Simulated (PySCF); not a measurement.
Members of one family of related compounds. Theory: PySCF 2.14.0, density-fitted response routines, TDDFT wB97X-D/def2-SVPD, vertical, gas phase, core orbitals frozen in the response. Geometries: GFN2-xTB; one conformer of each isolated species. Triplets are in the Tamm–Dancoff approximation. 'Strongest' means the level of largest summed f among the lowest 8 singlets; it needn't be the same kind of state in each.

Problem. Rank by computed lowest singlet excitation energy, lowest first.
A. `CC(=S)C1=CC=CS1`
B. `COCc1cccs1`
C. `C(=O)Oc1cccs1`
D. `CN(C)c1cccs1`
E. `[SiH3]Oc1cccs1`
F. `C/N=C/c1cccs1`

Solution. A (2.22 eV), F (4.58 eV), D (4.93 eV), E (5.14 eV), C (5.37 eV), B (5.67 eV).

| SMILES | S1 (eV) | strongest (eV) | f (strongest) | first f ≥ 0.01 (nm) | HOMO (eV) | S1 mainly |
| --- | --- | --- | --- | --- | --- | --- |
| CC(=S)c1cccs1 | 2.22 | 3.88 | 0.35 | 320 | -8.17 | H→L (95%) |
| C/N=C/c1cccs1 | 4.58 | 4.74 | 0.31 | 261 | -8.36 | H-2→L (90%) |
| CN(C)c1cccs1 | 4.93 | 4.93 | 0.19 | 251 | -7.14 | H→L (96%) |
| [SiH3]Oc1cccs1 | 5.14 | 5.43 | 0.13 | 228 | -8.05 | H→L (81%) |
| O=COc1cccs1 | 5.37 | 5.37 | 0.22 | 231 | -8.67 | H→L (95%) |
| COCc1cccs1 | 5.67 | 5.67 | 0.14 | 219 | -8.68 | H→L (94%) |

H and L stand for HOMO and LUMO.
